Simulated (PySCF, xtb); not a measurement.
C2H8F2Si2, SMILES [SiH2](C([SiH2]F)C)F. The values are those of a single conformer.

Harmonic wavenumbers (cm⁻¹) from GFN2-xTB run with xtb at its own minimum, in rising order: 46, 65, 118, 141, 214, 237, 269, 345, 484, 504, 560, 565, 616, 715, 730, 768, 776, 783, 815, 827, 990, 1050, 1078, 1154, 1266, 1425, 1511, 1515, 2301, 2309, 2348, 2361, 2917, 3004, 3014, 3032.

Q: What does PySCF 2.14.0 with PBE-D3(BJ)/def2-SVP give at its own minimum? (An estimate is asked for; the answer gives what the named calculation found.)

A: 53, 61, 102, 139, 195, 213, 301, 350, 514, 602, 640, 701, 709, 753, 825, 829, 868, 910, 926, 936, 945, 986, 1029, 1091, 1212, 1347, 1423, 1428, 2165, 2171, 2193, 2198, 2960, 2966, 3040, 3054. Paired by order, the mean absolute difference is 67 cm⁻¹ and the zero-point energies are 58.4 and 58.4 kcal/mol.
